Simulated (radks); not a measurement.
Results of a calculation; reference values are marked as such.
Problem. The mean radii <r> (bohr) of the occupied orbitals of an atom or ion are listed with their occupations. Code: a radial shooting solver on a logarithmic mesh with Libxc functionals. Model: non-relativistic Kohn-Sham, LDA (Slater exchange, VWN5 correlation), spin-polarised, spherical densities, point nucleus.

orbital  occ.      <r>
1s          2  0.07754
2s          2   0.3680
2p          6   0.3292
3s          2    1.165
3p          6    1.275
4s          2    3.989

Name the element and its charge. Open shells, if any, are filled with parallel spins first.

Solution. Z = 20, calcium, charge 0: Ca in [Ar] 4s2. The 1s radius gives Z: for a bare nucleus <r> = 1.5/Z, 0.075 bohr for Z = 20, and screening makes it slightly larger (0.07754 here). The occupations add up to 20, and the charge is Z minus that.
